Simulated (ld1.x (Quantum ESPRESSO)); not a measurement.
**Configuration tests for Cl (PAW)**

Cl (Z = 17), PAW, made with ld1.x (Quantum ESPRESSO) 7.5 (LDA (PZ), non-relativistic). Core [Ne], reference 3s2 3p5. Waves: 3s (bound): rcut 1.05, rcutus 1.15 bohr; 3s channel at 1.85 Ry: rcut 1.05, rcutus 1.15 bohr; 3p (bound): rcut 1.15, rcutus 1.55 bohr; 3p channel at 1.1 Ry: rcut 1.15, rcutus 1.55 bohr. Local part: all-electron potential smoothed inside 1.40 bohr (lloc = -1). Core correction: Bessel-smoothed model core, default radius (core density twice the valence density). Augmentation charge: PSQ, inside the norm-conserving radii.

Energies are relative to the spin-unpolarised reference configuration 3s2 3p5; without spin polarisation the order of configurations can differ from experiment. Spin-polarised rows fill each open shell by Hund’s rule, majority spin first.

```json
{"valence configuration": "3s2 3p4", "charge": "+1", "ΔE all-electron (eV)": "13.987", "error AE − PS (meV)": "-0.7"}
{"valence configuration": "3s2 3p3", "charge": "+2", "ΔE all-electron (eV)": "39.527", "error AE − PS (meV)": "-5.9"}
{"valence configuration": "3s2 3p4.5", "charge": "+0.5", "ΔE all-electron (eV)": "5.642", "error AE − PS (meV)": "-0.1"}
{"valence configuration": "3s1 3p6", "charge": "0", "ΔE all-electron (eV)": "11.866", "error AE − PS (meV)": "-0.1"}
{"valence configuration": "3s2 3p1", "charge": "+4", "ΔE all-electron (eV)": "130.296", "error AE − PS (meV)": "-83"}
{"valence configuration": "3s1 3p5", "charge": "+1", "ΔE all-electron (eV)": "26.387", "error AE − PS (meV)": "-0.8"}
{"valence configuration": "3s2 3p5 (spin-polarised)", "charge": "0", "ΔE all-electron (eV)": "-0.186", "error AE − PS (meV)": "-0.1"}
{"valence configuration": "3s2 3p4 (spin-polarised)", "charge": "+1", "ΔE all-electron (eV)": "13.107", "error AE − PS (meV)": "-1.5"}
```

Problem. What are ΔE and the potential's error for 3s2 3p2?

Solution. ΔE = 77.928 eV all-electron; the error (AE − PS) is -26 meV.
